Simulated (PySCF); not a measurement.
InBr2, SMILES [In]([Br])[Br], multiplicity 2.

Geometry optimised at B3LYP-D3(BJ)/def2-SVP. The spin state was assumed, not searched. The isomer is the one that the SMILES or the coordinates give; other isomers of the formula were not compared. The def2 effective core potentials stand for the cores of In; spin–orbit coupling is left out.

Two levels are set side by side: PBE/def2-TZVPD (PySCF) and B3LYP/def2-TZVPD (PySCF). Same geometry, gas phase. Differences are taken from unrounded values.

```
quantity                      PBE
---------------------------  ----
α-spin orbital gap (eV)      3.14
β-spin orbital gap (eV)      1.70
dipole moment (D)            2.30
mean polarisability (bohr³)  97.7
```

Task: These are the PBE values. What does B3LYP give? (The exact figures need the calculation; the answer reports its results.)

Result: 
```tsv
quantity	B3LYP	PBE minus B3LYP
α-spin orbital gap (eV)	4.36	-1.22
β-spin orbital gap (eV)	3.09	-1.38
dipole moment (D)	2.49	-0.19
mean polarisability (bohr³)	96.0	1.7
```

Rough cost on one machine, each run with all the roots and properties that it gave: B3LYP against PBE within a factor of 2.
